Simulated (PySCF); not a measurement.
Se²⁺ (selenium, charge +2) across methods

[Ar] 3d10 4s2 4p2, high-spin 3P determinant. All numbers are calculated (PySCF 2.14, a scalar-relativistic core potential, in aug-cc-pVDZ-PP with ECP10MDF (5s4p3d, 32 functions)).

```
   method  E (hartree)  mean ε 4s α (eV)  mean ε 4s β (eV)  mean ε 4p α (eV)  Σ⟨r²⟩ (bohr²)   ⟨S²⟩
CAM-B3LYP    -371.9535           -42.082           -39.352           -29.012          23.61  2.002
   r2SCAN    -371.8440           -39.187           -36.551           -26.736          23.48  2.003
  wB97X-V    -371.9462           -43.081           -40.240           -29.990          23.62  2.002
     PBE0    -371.9421           -40.442           -37.511           -27.686          23.59  2.002
      LDA    -371.4085           -38.597           -36.786           -26.203          23.56  2.001
      PBE    -371.9721           -38.356           -36.296           -26.194          23.60  2.001
      UHF   -370.76769           -45.815           -39.843           -31.408          23.79  2.007
   M06-2X    -372.1519           -41.877           -37.710           -28.757          23.73  2.003
```

Question: Estimate the same row for PBEsol.

Answer: E (hartree) = -371.6101; mean ε 4s α (eV) = -38.385; mean ε 4s β (eV) = -36.294; mean ε 4p α (eV) = -26.165; Σ⟨r²⟩ (bohr²) = 23.57; ⟨S²⟩ = 2.001.

Energies and moments cover only the electrons outside the core potential.
